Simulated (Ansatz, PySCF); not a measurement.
The pair A = HBr (SMILES Br) (first 2 atoms), B = H4OSi (SMILES O[SiH3]); geometry from B3LYP-D3(BJ)/def2-TZVP.
(charge 0, multiplicity 1):
```xyz
8

Br    -0.609    -1.156    -0.021
H     -0.155    -0.423     1.135
O      0.414     0.493     2.691
Si    -0.091     0.127     4.236
H      1.099     1.155     2.564
H      1.038    -0.381     5.049
H     -1.120    -0.913     4.064
H     -0.658     1.324     4.897
```

Frozen-core correlation. Filled d and f shells under p-block atoms count as core. CBS: X⁻³ extrapolation of the correlation energy, Hartree–Fock from the larger set.

The values were computed with Ansatz (Gaussian orbitals); PySCF for the dispersion terms. 

The monomers are drawn apart, rigid, along the line of their centres of mass. Counterpoise-corrected interaction energies (kcal/mol):

```
level                                R = 4.796 Å  R = 5.553 Å
-----------------------------------  -----------  -----------
PBE/def2-TZVPPD                          -2.4218      -1.0936
PBE-D3(BJ)/def2-TZVPPD                   -2.9421      -1.3298
wB97M-V/def2-TZVPPD                      -2.6756      -1.2453
CCSD(T)/CBS(def2-SVPD, def2-TZVPPD)      -2.6816      -1.2586
```

Question: R is the distance of the centres of mass. Find the local exponent m of E ∝ R⁻ᵐ between the two points.

Answer: 
m = ln(E₁/E₂)/ln(R₂/R₁): PBE/def2-TZVPPD 5.4; PBE-D3(BJ)/def2-TZVPPD 5.4; wB97M-V/def2-TZVPPD 5.2; CCSD(T)/CBS(def2-SVPD, def2-TZVPPD) 5.2. For scale, two fixed dipoles give m = 3, dipole and quadrupole 4, quadrupoles 5, and dispersion or dipole-induced dipole 6 at long range; at these distances several terms mix, and what is left of overlap and damping shifts m, so it need not match one of them.

Ansatz is a quantum-chemistry and plane-wave program.
